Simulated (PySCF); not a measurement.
bromo(trichloro)methane (CBrCl3), SMILES ClC(Cl)(Cl)Br. Atoms are numbered in the order given.

```xyz
5

Cl    -1.4588     0.8422     1.0117
C      0.0000     0.0000     0.4276
Cl     0.0000    -1.6845     1.0117
Cl     1.4588     0.8422     1.0117
Br     0.0000     0.0000    -1.5475
```

Geometry: PBE-D3(BJ)/def2-SVP.

Calculation: PySCF with PBE/def2-TZVP.

Symmetry labels are those of the subgroup Cs that the program uses (full group C3v).

**Question.** List the valence orbital energies around the gap with their symmetry. (The exact figures need the calculation; the answer reports its results.)

**Answer.** 
```tsv
orbital	symmetry	energy (eV)
HOMO−7	A'	-9.02
HOMO−6	A"	-9.02
HOMO−5	A'	-8.39
HOMO−4	A"	-8.39
HOMO−3	A'	-8.29
HOMO−2	A"	-7.67
HOMO−1	A"	-7.27
HOMO	A'	-7.27
LUMO	A'	-3.14
LUMO+1	A'	-1.82
LUMO+2	A'	-1.32
LUMO+3	A"	-1.32
```
